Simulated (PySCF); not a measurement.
PySCF input (TPSSh/def2-TZVPD):

```python
from pyscf import gto, scf, dft

mol = gto.M(
    atom='''
    O    -0.72576827   -1.24571506   -0.07855872
    S    -0.02068496    0.02563040    0.22553294
    O    -0.67627828    1.22533825   -0.35483931
    O     1.44341647   -0.03088397   -0.01766786
    ''',
    basis='def2-tzvpd',
    charge=-1,
    spin=1,
    verbose=4,
)

mf = dft.UKS(mol, xc='tpssh').density_fit(auxbasis='def2-universal-jkfit')
mf.grids.level = 3
mf.conv_tol = 1e-9
mf.max_cycle = 100
mf.max_memory = 1500
mf.kernel()
if not mf.converged:
    mf = mf.newton()
    mf.kernel(mf.make_rdm1())
for _ in range(2):
    mo, _, stable, _ = mf.stability(return_status=True)
    if stable:
        break
    mf.kernel(mf.make_rdm1(mo, mf.mo_occ))
mf.analyze()
```

Output:

```
PySCF version 2.14.0

[INPUT] verbose = 4
[INPUT] num. atoms = 4
[INPUT] num. electrons = 41
[INPUT] charge = -1
[INPUT] spin (= nelec alpha-beta = 2S) = 1
[INPUT] symmetry False subgroup None
[INPUT] Mole.unit = angstrom
[INPUT] Symbol           X                Y                Z      unit          X                Y                Z       unit  Magmom
[INPUT]  1 O     -0.725768270000  -1.245715060000  -0.078558720000 AA   -1.371503260199  -2.354060292646  -0.148454465496 Bohr   0.0
[INPUT]  2 S     -0.020684960000   0.025630400000   0.225532940000 AA   -0.039088909298   0.048434436463   0.426195488668 Bohr   0.0
[INPUT]  3 O     -0.676278280000   1.225338250000  -0.354839310000 AA   -1.277980733192   2.315553702454  -0.670549114130 Bohr   0.0
[INPUT]  4 O      1.443416470000  -0.030883970000  -0.017667860000 AA    2.727661811986  -0.058362244939  -0.033387416607 Bohr   0.0

nuclear repulsion = 177.66995293732
number of shells = 58
number of NR pGTOs = 237
number of NR cGTOs = 166
basis = def2-tzvpd
ecp = {}

******** <class 'pyscf.df.df_jk.DFUKS'> ********
method = DFUKS
initial guess = minao
damping factor = 0
level_shift factor = 0
DIIS = <class 'pyscf.scf.diis.CDIIS'>
diis_start_cycle = 1
diis_space = 8
diis_damp = 0
SCF conv_tol = 1e-09
SCF conv_tol_grad = None
SCF max_cycles = 100
direct_scf = False
number electrons alpha = 21  beta = 20
XC library pyscf.dft.libxc version 7.1.2
    S. Lehtola, C. Steigemann, M. J. T. Oliveira, and M. A. L. Marques,  SoftwareX 7, 1–5 (2018)
XC functionals = tpssh
    V. N. Staroverov, G. E. Scuseria, J. Tao, and J. P. Perdew,  J. Chem. Phys. 119, 12129 (2003)
radial grids:
    Treutler-Ahlrichs [JCP 102, 346 (1995); DOI:10.1063/1.469408] (M4) radial grids

becke partition: Becke, JCP 88, 2547 (1988); DOI:10.1063/1.454033
pruning grids: <function nwchem_prune>
grids dens level: 3
symmetrized grids: False
atomic radii adjust function: <function treutler_atomic_radii_adjust>
small_rho_cutoff = 0
Set gradient conv threshold to 3.16228e-05
tot grids = 61128
******** <class 'pyscf.df.df.DF'> ********
auxbasis = def2-universal-jkfit
init E= -624.798120694193
  alpha nocc = 21  HOMO = -0.244332776822247  LUMO = -0.0195731164358381
  beta  nocc = 20  HOMO = -0.390175706258748  LUMO = -0.244332776822247

WARN: HOMO -0.244332776822247 >= LUMO -0.244332776822247

cycle= 1 E= -623.7366699299  delta_E= 1.06  |g|= 0.924  |ddm|= 1.47
[...]
  beta  nocc = 20  HOMO = -0.0559810003375459  LUMO = 0.0717389870203604
  HOMO = -0.0168539943199  LUMO = 0.0717389870204  gap/eV = 2.41074
Extra cycle  E= -624.036390972545  delta_E= -5.91e-12  |g|= 1.98e-06  |ddm|= 1.32e-05
converged SCF energy = -624.036390972545  <S^2> = 0.7539357  2S+1 = 2.0039318
uhf_internal: lowest eigs of H = [0.17232562 0.24972783 0.24976636]
<class 'pyscf.df.df_jk.DFUKS'> wavefunction is stable in the internal stability analysis
**** SCF Summaries ****
Total Energy =                        -624.036390972545178
Nuclear Repulsion Energy =             177.669952937320403
One-electron Energy =                -1222.974357495470031
Two-electron Energy =                  421.268013585604422
Two-electron Coulomb Energy =          473.080501833400490
DFT Exchange-Correlation Energy =      -51.812488247796040
HOMO-LUMO gap [eV] =                     2.410737813911179
**** MO energy ****
                             alpha | beta                alpha | beta
MO #1   energy= -88.6747995021074  | -88.6726180556733  occ= 1 | 1
MO #2   energy= -18.8505964644835  | -18.8448054460616  occ= 1 | 1
MO #3   energy= -18.8505947106211  | -18.8448036887493  occ= 1 | 1
MO #4   energy= -18.8505858665153  | -18.8447933548688  occ= 1 | 1
MO #5   energy= -7.79391843560267  | -7.79156627255433  occ= 1 | 1
MO #6   energy= -5.74348073454007  | -5.74141750075589  occ= 1 | 1
MO #7   energy= -5.74268753227406  | -5.74141680004799  occ= 1 | 1
MO #8   energy= -5.74268689719036  | -5.73713645036381  occ= 1 | 1
MO #9   energy= -0.883938181350345 | -0.872950477587473 occ= 1 | 1
MO #10  energy= -0.76514489645071  | -0.75208022157519  occ= 1 | 1
MO #11  energy= -0.765144453763201 | -0.752079818373169 occ= 1 | 1
MO #12  energy= -0.373619362701547 | -0.350942666001181 occ= 1 | 1
MO #13  energy= -0.257174204630177 | -0.235837617253558 occ= 1 | 1
MO #14  energy= -0.245735769778955 | -0.235837178586078 occ= 1 | 1
MO #15  energy= -0.245735313077089 | -0.232975281710604 occ= 1 | 1
MO #16  energy= -0.13920661265968  | -0.12786644695756  occ= 1 | 1
MO #17  energy= -0.139206318722434 | -0.127866315993884 occ= 1 | 1
MO #18  energy= -0.106579725895691 | -0.0931226670951621 occ= 1 | 1
MO #19  energy= -0.10657955466691  | -0.0931225022548455 occ= 1 | 1
MO #20  energy= -0.0601906254828977 | -0.0559810003375459 occ= 1 | 1
MO #21  energy= -0.0168539943198521 | 0.0717389870203604 occ= 1 | 0
MO #22  energy= 0.147959162493629  | 0.15846235134148   occ= 0 | 0
MO #23  energy= 0.155641438083169  | 0.158462515738759  occ= 0 | 0
MO #24  energy= 0.155641601788686  | 0.158948483105976  occ= 0 | 0
MO #25  energy= 0.159218669550357  | 0.166317398016435  occ= 0 | 0
MO #26  energy= 0.223035263978563  | 0.226788561626721  occ= 0 | 0
MO #27  energy= 0.223035341626876  | 0.226788613440493  occ= 0 | 0
MO #28  energy= 0.229769842880031  | 0.233165620050851  occ= 0 | 0
MO #29  energy= 0.229769956509199  | 0.233165769633202  occ= 0 | 0
MO #30  energy= 0.250188430623687  | 0.256308030800132  occ= 0 | 0
MO #31  energy= 0.281985124299394  | 0.286271380387273  occ= 0 | 0
MO #32  energy= 0.289560355372972  | 0.291880286503596  occ= 0 | 0
MO #33  energy= 0.289560981867411  | 0.295444857680329  occ= 0 | 0
MO #34  energy= 0.290300687852774  | 0.295445399321491  occ= 0 | 0
MO #35  energy= 0.297199550293792  | 0.305867244068971  occ= 0 | 0
MO #36  energy= 0.297200213342244  | 0.307875254670723  occ= 0 | 0
MO #37  energy= 0.300274936719585  | 0.30787540880582   occ= 0 | 0
MO #38  energy= 0.372803400872331  | 0.37736436960478   occ= 0 | 0
MO #39  energy= 0.394065931570496  | 0.401808558618939  occ= 0 | 0
MO #40  energy= 0.394066197489074  | 0.401809178988783  occ= 0 | 0
MO #41  energy= 0.42237546204669   | 0.431016061294629  occ= 0 | 0
MO #42  energy= 0.436778689836582  | 0.440142549073563  occ= 0 | 0
MO #43  energy= 0.436779695610881  | 0.440142893830776  occ= 0 | 0
MO #44  energy= 0.483877554798453  | 0.48677059120346   occ= 0 | 0
MO #45  energy= 0.483878210559246  | 0.486771449419863  occ= 0 | 0
MO #46  energy= 0.522490646853309  | 0.529312359938091  occ= 0 | 0
MO #47  energy= 0.553000444353674  | 0.557124647961993  occ= 0 | 0
MO #48  energy= 0.553000891543085  | 0.557125521832744  occ= 0 | 0
MO #49  energy= 0.589769069634465  | 0.595394525482649  occ= 0 | 0
MO #50  energy= 0.590439611300016  | 0.595394933901458  occ= 0 | 0
MO #51  energy= 0.590439918105825  | 0.598479490309969  occ= 0 | 0
MO #52  energy= 0.625780108727735  | 0.633553402221737  occ= 0 | 0
MO #53  energy= 0.668379897223976  | 0.670882259779543  occ= 0 | 0
MO #54  energy= 0.668380697686345  | 0.670883121104715  occ= 0 | 0
MO #55  energy= 0.689472313348445  | 0.69133560520349   occ= 0 | 0
MO #56  energy= 0.691933791776192  | 0.692647447584598  occ= 0 | 0
MO #57  energy= 0.709964388834037  | 0.711828194331845  occ= 0 | 0
MO #58  energy= 0.709967009494649  | 0.711829737300263  occ= 0 | 0
MO #59  energy= 0.714861077019532  | 0.718912430885443  occ= 0 | 0
MO #60  energy= 0.714862789296123  | 0.718914299169358  occ= 0 | 0
MO #61  energy= 0.728773199422386  | 0.734407008254552  occ= 0 | 0
MO #62  energy= 0.8012996117697    | 0.829184787683906  occ= 0 | 0
MO #63  energy= 0.823595426890638  | 0.829186817117514  occ= 0 | 0
MO #64  energy= 0.823597017636296  | 0.830284947088507  occ= 0 | 0
MO #65  energy= 0.84872117359555   | 0.855968246990874  occ= 0 | 0
MO #66  energy= 0.848721428977901  | 0.855969223232354  occ= 0 | 0
MO #67  energy= 0.983785748195217  | 0.986955229941049  occ= 0 | 0
MO #68  energy= 0.983786879798976  | 0.986956147517383  occ= 0 | 0
MO #69  energy= 0.990392092962408  | 0.996458604360287  occ= 0 | 0
MO #70  energy= 1.01854093999656   | 1.02275907009303   occ= 0 | 0
MO #71  energy= 1.04197684047664   | 1.05066217182079   occ= 0 | 0
MO #72  energy= 1.04197848126525   | 1.05066358294505   occ= 0 | 0
MO #73  energy= 1.09685901169577   | 1.09975264543506   occ= 0 | 0
MO #74  energy= 1.09763059863044   | 1.09975384181867   occ= 0 | 0
MO #75  energy= 1.09763212505448   | 1.10221892414723   occ= 0 | 0
MO #76  energy= 1.14830296753342   | 1.14980009999256   occ= 0 | 0
MO #77  energy= 1.16551158680645   | 1.17105787543095   occ= 0 | 0
MO #78  energy= 1.16551200536928   | 1.17105926112514   occ= 0 | 0
MO #79  energy= 1.21243325278966   | 1.21687457813604   occ= 0 | 0
MO #80  energy= 1.21243443367472   | 1.21687579786715   occ= 0 | 0
MO #81  energy= 1.24078760014283   | 1.26207853810608   occ= 0 | 0
MO #82  energy= 1.66739167125063   | 1.68366014135383   occ= 0 | 0
MO #83  energy= 1.69870942005305   | 1.7055514178506    occ= 0 | 0
MO #84  energy= 1.6987100812308    | 1.70555288127222   occ= 0 | 0
MO #85  energy= 1.71443915074758   | 1.7179267389588    occ= 0 | 0
MO #86  energy= 1.76470075012627   | 1.77585263556112   occ= 0 | 0
MO #87  energy= 1.76470132158823   | 1.77585464875674   occ= 0 | 0
MO #88  energy= 1.90281214674555   | 1.90711244936      occ= 0 | 0
MO #89  energy= 1.90886263857305   | 1.91796078489178   occ= 0 | 0
MO #90  energy= 1.92569317928762   | 1.93974927410895   occ= 0 | 0
MO #91  energy= 1.92569436904097   | 1.93974992925931   occ= 0 | 0
MO #92  energy= 1.98080221999896   | 1.98729294020559   occ= 0 | 0
MO #93  energy= 1.98080513383493   | 1.98729730861112   occ= 0 | 0
MO #94  energy= 2.01836743997672   | 2.02744693111171   occ= 0 | 0
MO #95  energy= 2.0183688123229    | 2.02744833704866   occ= 0 | 0
MO #96  energy= 2.11824530680782   | 2.12412257799494   occ= 0 | 0
MO #97  energy= 2.16009390830279   | 2.17885891858477   occ= 0 | 0
MO #98  energy= 2.18828911530187   | 2.20336922980316   occ= 0 | 0
MO #99  energy= 2.18829076350994   | 2.20337344352725   occ= 0 | 0
MO #100 energy= 2.36317525531596   | 2.37401625881996   occ= 0 | 0
MO #101 energy= 2.50997436355934   | 2.51839075710312   occ= 0 | 0
MO #102 energy= 2.50997672578768   | 2.51839374725462   occ= 0 | 0
MO #103 energy= 2.54230072733592   | 2.54973790554283   occ= 0 | 0
MO #104 energy= 2.54230080667269   | 2.54973798430359   occ= 0 | 0
[...]
```
